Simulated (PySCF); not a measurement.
PySCF job for CH4OSe2, SMILES CO[Se][SeH], ωB97X-D3(BJ)/def2-SVP. 

```python
import numpy as np
from pyscf import gto, scf, dft
from pyscf.geomopt import geometric_solver

mol = gto.M(
    atom='''
    Se    0.43719235   -0.20000117    0.86773162
    O     1.64931856   -0.74213524   -0.38396454
    C     1.30463464   -1.81234633   -1.22273855
    H     0.42274933   -1.57798973   -1.83094984
    H     2.16098547   -1.95602243   -1.88290798
    H     1.12209675   -2.73414627   -0.66288273
    Se   -1.10388500    0.88507525   -0.41597544
    H    -2.06063790   -0.21320025   -0.57482163
    ''',
    basis='def2-SVP',
    charge=0,
    spin=0,
    max_memory=1600,
    verbose=3,
)
mf = dft.RKS(mol, xc='wb97x-d3bj').density_fit(auxbasis='def2-universal-jkfit')
mf.grids.level = 3
mf.conv_tol = 1e-9
mf.max_cycle = 100
mf.kernel()
grad = mf.nuc_grad_method()
grad.grid_response = mol.nao <= 150
conv, mol_eq = geometric_solver.kernel(grad, convergence_set='GAU_TIGHT', maxsteps=100)
print(mol_eq.tostring(format='xyz'))
mf.reset(mol_eq)
mf.kernel()
```

It prints:

```
converged SCF energy = -4918.03905264982
[banner and settings of the optimiser left out]
Geometry optimization cycle 1
Cartesian coordinates (Angstrom)
 Atom        New coordinates             dX        dY        dZ
  Se   0.437192  -0.200001   0.867732    0.000000  0.000000  0.000000
   O   1.649319  -0.742135  -0.383965    0.000000  0.000000  0.000000
   C   1.304635  -1.812346  -1.222739    0.000000  0.000000  0.000000
   H   0.422749  -1.577990  -1.830950    0.000000  0.000000  0.000000
   H   2.160985  -1.956022  -1.882908    0.000000  0.000000  0.000000
   H   1.122097  -2.734146  -0.662883    0.000000  0.000000  0.000000
  Se  -1.103885   0.885075  -0.415975    0.000000  0.000000  0.000000
   H  -2.060638  -0.213200  -0.574822    0.000000  0.000000  0.000000

WARN: Mole.unit (angstrom) is changed to Bohr

converged SCF energy = -4918.03905264984
--------------- DFRKS_Scanner gradients ---------------
         x                y                z
0 Se    -0.0090578920     0.0079124777     0.0077513405
1 O     0.0015978366    -0.0105774990    -0.0118984294
2 C     0.0023125488    -0.0035497098    -0.0035666729
3 H     0.0050925579    -0.0006306053     0.0040186338
4 H    -0.0045068451     0.0021545814     0.0051928182
5 H     0.0019476983     0.0068826547    -0.0035489617
6 Se     0.0016282028    -0.0051041170     0.0015629532
7 H     0.0009858272     0.0029122287     0.0004882240
----------------------------------------------
cycle 1: E = -4918.03905265  dE = -4918.04  norm(grad) = 0.0262757
Step    0 : Gradient = 9.290e-03/1.600e-02 (rms/max) Energy = -4918.0390526498
Hessian Eigenvalues: 2.30000e-02 2.30000e-02 2.30000e-02 ... 3.43733e-01 3.47225e-01 4.51682e-01

Geometry optimization cycle 2
Cartesian coordinates (Angstrom)
 Atom        New coordinates             dX        dY        dZ
  Se   0.483299  -0.211568   0.870546    0.046106 -0.011567  0.002815
   O   1.680272  -0.718162  -0.370474    0.030953  0.023973  0.013490
   C   1.274698  -1.779535  -1.205317   -0.029937  0.032811  0.017422
   H   0.379162  -1.512618  -1.798145   -0.043588  0.065372  0.032804
   H   2.107687  -1.970053  -1.900229   -0.053299 -0.014031 -0.017321
   H   1.061369  -2.703421  -0.635846   -0.060728  0.030725  0.027037
  Se  -1.097653   0.856591  -0.403092    0.006232 -0.028484  0.012883
   H  -1.956373  -0.312000  -0.663943    0.104265 -0.098800 -0.089121
converged SCF energy = -4918.04013237549
--------------- DFRKS_Scanner gradients ---------------
         x                y                z
0 Se     0.0001139568     0.0005588586    -0.0007807528
1 O    -0.0005874225    -0.0011491795    -0.0003558023
2 C    -0.0003351490     0.0021571748     0.0016553175
3 H    -0.0005375701    -0.0002079910    -0.0002313870
4 H     0.0003940163     0.0000396676    -0.0002119049
5 H     0.0001021059    -0.0006521055    -0.0002254586
6 Se     0.0012166943     0.0000152461     0.0006066637
7 H    -0.0003665763    -0.0007617096    -0.0004566463
----------------------------------------------
cycle 2: E = -4918.04013238  dE = -0.00107973  norm(grad) = 0.00375216
Step    1 : Displace = 8.047e-02/1.691e-01 (rms/max) Trust = 1.000e-01 (=) Grad = 1.327e-03/2.740e-03 (rms/max) E (change) = -4918.0401323755 (-1.080e-03) Quality = 0.939
Hessian Eigenvalues: 2.26600e-02 2.30000e-02 2.49764e-02 ... 3.44996e-01 3.50158e-01 4.45619e-01

Geometry optimization cycle 3
Cartesian coordinates (Angstrom)
 Atom        New coordinates             dX        dY        dZ
  Se   0.470673  -0.222080   0.860864   -0.012626 -0.010512 -0.009682
   O   1.677126  -0.716112  -0.377690   -0.003145  0.002050 -0.007216
   C   1.288669  -1.787669  -1.210903    0.013972 -0.008134 -0.005586
   H   0.398195  -1.529134  -1.814385    0.019033 -0.016517 -0.016239
   H   2.128971  -1.980288  -1.896106    0.021285 -0.010235  0.004123
   H   1.073025  -2.705993  -0.633511    0.011656 -0.002572  0.002335
  Se  -1.110262   0.871287  -0.398159   -0.012609  0.014696  0.004934
   H  -1.993943  -0.280774  -0.636614   -0.037570  0.031226  0.027329
converged SCF energy = -4918.04018329332
--------------- DFRKS_Scanner gradients ---------------
         x                y                z
0 Se    -0.0001596644     0.0000699897    -0.0001828475
1 O     0.0001693266    -0.0006747884    -0.0000138930
2 C     0.0003485347     0.0012331102     0.0006081885
3 H    -0.0003066859    -0.0001118314    -0.0001455708
4 H     0.0000991385    -0.0001598091    -0.0004485248
5 H     0.0000181889    -0.0004686318     0.0001669025
6 Se    -0.0000562675     0.0000975197    -0.0000396516
7 H    -0.0001125443     0.0000144760     0.0000552414
----------------------------------------------
cycle 3: E = -4918.04018329  dE = -5.09178e-05  norm(grad) = 0.00178948
Step    2 : Displace = 2.710e-02/5.607e-02 (rms/max) Trust = 1.414e-01 (+) Grad = 6.327e-04/1.418e-03 (rms/max) E (change) = -4918.0401832933 (-5.092e-05) Quality = 0.942
[...]
2 C    -0.0000472768    -0.0000774960    -0.0000612274
3 H     0.0000060009     0.0000093310     0.0000098640
4 H     0.0000085343     0.0000006814     0.0000115363
5 H     0.0000036892     0.0000039566     0.0000081816
6 Se     0.0000165004    -0.0000058320     0.0000056244
7 H    -0.0000018056     0.0000023024    -0.0000057666
----------------------------------------------
cycle 18: E = -4918.04021201  dE = -6.32708e-08  norm(grad) = 0.000139498
Step   17 : Displace = 2.184e-04/3.575e-04 (rms/max) Trust = 2.114e-04 (-) Grad = 4.939e-05/1.081e-04 (rms/max) E (change) = -4918.0402120106 (-6.327e-08) Quality = 1.459
Hessian Eigenvalues: 4.92492e-04 4.95827e-03 9.48852e-03 ... 3.45162e-01 3.57730e-01 4.34702e-01

Geometry optimization cycle 19
Cartesian coordinates (Angstrom)
 Atom        New coordinates             dX        dY        dZ
  Se   0.421860  -0.216896   0.859365   -0.000445  0.000178 -0.000046
   O   1.659867  -0.676997  -0.359849   -0.000141 -0.000167  0.000380
   C   1.315468  -1.762318  -1.196607    0.000130 -0.000031  0.000323
   H   0.462144  -1.509040  -1.852721    0.000063 -0.000244  0.000284
   H   2.193743  -1.967328  -1.827433    0.000096  0.000196  0.000189
   H   1.063336  -2.668986  -0.617185    0.000283 -0.000220  0.000113
  Se  -1.175913   0.818070  -0.427301    0.000065  0.000142 -0.000780
   H  -2.008501  -0.367328  -0.684746   -0.000055  0.000160 -0.000458
converged SCF energy = -4918.04021201712
--------------- DFRKS_Scanner gradients ---------------
         x                y                z
0 Se    -0.0000091614     0.0000019379     0.0000067199
1 O    -0.0000006166     0.0000045062    -0.0000006727
2 C    -0.0000025211    -0.0000094337    -0.0000011938
3 H    -0.0000000289     0.0000010649    -0.0000002412
4 H     0.0000021434    -0.0000024367     0.0000001664
5 H    -0.0000016406     0.0000004123     0.0000019062
6 Se     0.0000109155     0.0000049125    -0.0000064729
7 H     0.0000008850    -0.0000010013    -0.0000001625
----------------------------------------------
cycle 19: E = -4918.04021202  dE = -6.52744e-09  norm(grad) = 2.13541e-05
Step   18 : Displace = 2.914e-04/4.203e-04 (rms/max) Trust = 2.990e-04 (+) Grad = 4.977e-06/8.392e-06 (rms/max) E (change) = -4918.0402120171 (-6.527e-09) Quality = 0.215
Hessian Eigenvalues: 5.81507e-04 5.19586e-03 1.02550e-02 ... 3.45019e-01 3.57071e-01 4.00641e-01

Geometry optimization cycle 20
Cartesian coordinates (Angstrom)
 Atom        New coordinates             dX        dY        dZ
  Se   0.421804  -0.216892   0.859369   -0.000056  0.000005  0.000004
   O   1.659881  -0.677071  -0.359737    0.000014 -0.000074  0.000112
   C   1.315481  -1.762328  -1.196556    0.000012 -0.000010  0.000052
   H   0.462042  -1.509084  -1.852534   -0.000102 -0.000044  0.000187
   H   2.193683  -1.967162  -1.827533   -0.000060  0.000166 -0.000100
   H   1.063533  -2.669097  -0.617213    0.000197 -0.000111 -0.000027
  Se  -1.175877   0.818081  -0.427438    0.000036  0.000012 -0.000137
   H  -2.008542  -0.367269  -0.684835   -0.000042  0.000059 -0.000089
converged SCF energy = -4918.04021201566
--------------- DFRKS_Scanner gradients ---------------
         x                y                z
0 Se    -0.0000030879     0.0000009085     0.0000052633
1 O    -0.0000009699    -0.0000015334    -0.0000002024
2 C    -0.0000014861    -0.0000038065     0.0000040492
3 H     0.0000001521    -0.0000002069    -0.0000004247
4 H    -0.0000000170    -0.0000006972     0.0000005042
5 H    -0.0000009856    -0.0000000724     0.0000000595
6 Se     0.0000061923     0.0000044423    -0.0000088270
7 H     0.0000002422     0.0000010013    -0.0000003947
----------------------------------------------
cycle 20: E = -4918.04021202  dE = 1.45883e-09  norm(grad) = 1.46175e-05
Step   19 : Displace = 1.551e-04/2.268e-04 (rms/max) Trust = 1.457e-04 (-) Grad = 1.621e-06/2.822e-06 (rms/max) E (change) = -4918.0402120157 (+1.459e-09) Quality = -0.588
Hessian Eigenvalues: 5.86208e-04 5.31197e-03 1.04072e-02 ... 3.44975e-01 3.57039e-01 3.99472e-01

Geometry optimization cycle 21
Cartesian coordinates (Angstrom)
 Atom        New coordinates             dX        dY        dZ
  Se   0.421768  -0.216897   0.859373   -0.000037 -0.000005  0.000005
   O   1.659881  -0.677100  -0.359686   -0.000000 -0.000029  0.000051
   C   1.315487  -1.762326  -1.196545    0.000006  0.000002  0.000011
   H   0.461988  -1.509095  -1.852449   -0.000054 -0.000011  0.000085
   H   2.193657  -1.967069  -1.827596   -0.000026  0.000093 -0.000063
   H   1.063636  -2.669143  -0.617235    0.000103 -0.000046 -0.000022
  Se  -1.175864   0.818078  -0.427487    0.000013 -0.000003 -0.000049
   H  -2.008548  -0.367269  -0.684853   -0.000006  0.000000 -0.000018
converged SCF energy = -4918.04021201488
--------------- DFRKS_Scanner gradients ---------------
         x                y                z
0 Se    -0.0000029987     0.0000011753     0.0000026365
1 O    -0.0000021174    -0.0000036796     0.0000011455
2 C    -0.0000008135    -0.0000016576     0.0000042689
3 H    -0.0000000464    -0.0000003677    -0.0000002248
4 H    -0.0000003249    -0.0000006454     0.0000003332
5 H    -0.0000005592    -0.0000001421     0.0000001415
6 Se     0.0000070490     0.0000057623    -0.0000081248
7 H    -0.0000001797    -0.0000004460    -0.0000000741
----------------------------------------------
cycle 21: E = -4918.04021201  dE = 7.80346e-10  norm(grad) = 1.44433e-05
Step   20 : Displace = 7.237e-05/1.070e-04 (rms/max) Trust = 7.286e-05 (-) Grad = 1.182e-06/2.367e-06 (rms/max) E (change) = -4918.0402120149 (+7.803e-10) Quality = -2.011
Not rejecting step - energy change meets convergence criteria
Hessian Eigenvalues: 5.86750e-04 4.10804e-03 1.04599e-02 ... 3.45140e-01 3.57664e-01 4.07995e-01

Geometry optimization cycle 22
Cartesian coordinates (Angstrom)
 Atom        New coordinates             dX        dY        dZ
  Se   0.421752  -0.216898   0.859381   -0.000015 -0.000002  0.000008
   O   1.659883  -0.677111  -0.359662    0.000002 -0.000011  0.000024
   C   1.315489  -1.762324  -1.196542    0.000003  0.000002  0.000002
   H   0.461959  -1.509097  -1.852406   -0.000029 -0.000002  0.000043
   H   2.193645  -1.967019  -1.827631   -0.000013  0.000050 -0.000035
   H   1.063689  -2.669166  -0.617249    0.000053 -0.000022 -0.000013
  Se  -1.175859   0.818067  -0.427508    0.000004 -0.000011 -0.000021
   H  -2.008554  -0.367273  -0.684862   -0.000006 -0.000004 -0.000009
converged SCF energy = -4918.04021201447
--------------- DFRKS_Scanner gradients ---------------
         x                y                z
0 Se    -0.0000027592     0.0000016474     0.0000024586
1 O    -0.0000018577    -0.0000039656     0.0000015580
2 C    -0.0000010387    -0.0000016133     0.0000036562
3 H    -0.0000000243    -0.0000004109     0.0000000062
4 H    -0.0000004038    -0.0000005305     0.0000003956
5 H    -0.0000003463    -0.0000002621     0.0000000665
6 Se     0.0000065332     0.0000050316    -0.0000081438
7 H    -0.0000001329     0.0000000345    -0.0000000758
----------------------------------------------
cycle 22: E = -4918.04021201  dE = 4.03816e-10  norm(grad) = 1.37962e-05
Step   21 : Displace = 3.620e-05/5.450e-05 (rms/max) Trust = 3.618e-05 (-) Grad = 9.447e-07/1.926e-06 (rms/max) E (change) = -4918.0402120145 (+4.038e-10) Quality = -4.237
Hessian Eigenvalues: 5.86750e-04 4.10804e-03 1.04599e-02 ... 3.45140e-01 3.57664e-01 4.07995e-01
Converged! =D

8
XYZ from PySCF
Se          0.42175235       -0.21689841        0.85938148
O           1.65988286       -0.67711099       -0.35966160
C           1.31548945       -1.76232444       -1.19654228
H           0.46195921       -1.50909739       -1.85240643
H           2.19364476       -1.96701885       -1.82763062
H           1.06368895       -2.66916580       -0.61724867
Se         -1.17585919        0.81806743       -0.42750797
H          -2.00855410       -0.36727292       -0.68486172
converged SCF energy = -4918.0402120145
```

Self-consistency was reached.
